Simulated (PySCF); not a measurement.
## Does the structure fit the spectrum?

A compound C$_{4}$H$_{10}$ClPSi$_{2}$ gives the data below (simulated from a calculation) and was assigned the structure `P[Si@@H]1CC(Cl)=CC[SiH2]1`.

13C{1H} NMR (computed): δ 167.4 (CH), 145.8 (CH), 53.4 (C), -4.4 (CH3).

1H NMR (400 MHz, computed): δ 7.08 (m, 1H), 6.39 (m, 1H), 5.88 (m, 1H), 4.35 (m, 1H), 4.30 (m, 1H), 1.44 (m, 2H), 0.45 (m, 3H).

Method: σ from GIAO-PBE0/pcSseg-1, coordinates at the GFN2-xTB level, in PySCF 2.14 (no solvent, one conformer, non-relativistic Hamiltonian, one averaged value for each set of equivalent atoms).

Scale: 1H and 13C vs TMS (reference shieldings calculated alike).

**Question.** Compare with the shifts computed for the proposed structure, pairing carbons in order of shift.

**Answer.** Structure with atom numbers: `[PH2:1][Si@@H:2]1[CH2:3][C:4]([Cl:5])=[CH:6][CH2:7][SiH2:8]1`; H(Xn) means a hydrogen on atom n.

```tsv
atom	computed for proposal	given list	difference
C4	143.0	167.4	-24.4
C6	129.3	145.8	-16.5
C3	25.2	53.4	-28.2
C7	12.6	-4.4	+17.0
```

The rms difference is 22.1 ppm and the largest -28.2 ppm at C3 (allylic sp3 CH2 bonded to Si). The carbon types in order of shift don't match either: C, CH, CH2, CH2 for the proposal against CH, CH, C, CH3 in the data. The proposal doesn't fit.

**Question.** Which isomer fits?

**Answer.** SMILES C[SiH2][C@@]1(Cl)C=C[Si@H]1P.

- δC 167.4, 145.8: alkene CH.
- δC 53.4: allylic fully substituted sp3 carbon bonded to Cl and 2 Si; the inductive effect lowers its shielding.
- δC -4.4: methyl carbon bonded to Si; an electropositive neighbour leaves it electron-rich and shielded.
- δH 0.45: hydrogen on a methyl carbon bonded to Si; an electropositive neighbour shields it, as in TMS itself.

The shifts were computed for this structure.

Carbons that carry Cl, above all several Cl atoms, come out too deshielded, partly because spin–orbit coupling is missing. Splittings by 31P in the carbon and heteronuclear signals aren't shown, as no couplings were computed. Shifts are as computed. Against solution values, carbons near 30 ppm lie about +3 ppm off and those near 130 ppm about +5 ppm; carbons on Cl a further +6 ppm. Of 1309 compounds with measured shifts, 239 miss one by over three times the rms of a fit or turn the order of signals round; such compounds aren't used in these exercises. Multiplicities follow the n + 1 count of equivalent neighbours, as no J values were calculated; m marks all less simple cases, F and P coupling included.
